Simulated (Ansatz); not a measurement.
`[CH3][Ge]([Cl])([Cl])[Cl]` → Cl₂ + `[CH3][Ge][Cl]` at 298.15 K and 1 bar (germylene formation by 1,1-elimination).

Calculated with Ansatz (gas phase, PBE0-D4/def2-TZVP geometries, no zero-point term in ΔE). CBS: MP2 limit from def2 TZ/QZ plus the TZ coupled-cluster correction, frozen cores. This one scheme is used for every species. For Ge outer-core shells are correlated without core-valence functions, which leaves a few kJ/mol of doubt a bond. Scalar relativity is left out up to krypton.

```tsv
species	CCSD(T)/CBS energy (Eh)	H − E (kJ/mol)	S (J/(mol·K))
`[CH3][Ge]([Cl])([Cl])[Cl]`	-3495.45170	131.1	368.9
Cl₂	-919.51390	12.6	222.8
`[CH3][Ge][Cl]`	-2575.77362	110.8	310.3
```

H − E and S are ideal-gas, rigid-rotor, harmonic terms from PBE0-D4/def2-TZVP. 1 Eh = 2625.50 kJ/mol, R = 8.31446 J/(mol·K).

Question: By hand: ΔE, ΔH, ΔS and ΔG.

Answer: ΔE = (-919.51390) + (-2575.77362) − (-3495.45170) = 0.16418 Eh = 431.1 kJ/mol. Δ(H − E) = 12.6 + 110.8 − 131.1 = -7.7, so ΔH = 423.4 kJ/mol. ΔS = 222.8 + 310.3 − 368.9 = 164.2 J/(mol·K). ΔG = 423.4 − 298.15 × (164.2)/1000 = 374.4 kJ/mol.

Question: By hand: the equilibrium constant, and the temperature at which ΔG would vanish if ΔH and ΔS stayed fixed.

Answer: log₁₀ K = −ΔG/(RT ln 10) = -65.6. ΔG = 0 at ΔH/ΔS = 2579 K, far beyond where these terms or the molecules hold.

The number of gas molecules changes by +1, which sets the sign of ΔS. A doubt of 5 kJ/mol in ΔE shifts log₁₀ K by 0.9 here. These are equilibria of isolated gas molecules and say nothing of rates. Largest T1 diagnostic: 0.012 (customary marks: 0.02 for closed shells, 0.045 for open ones).
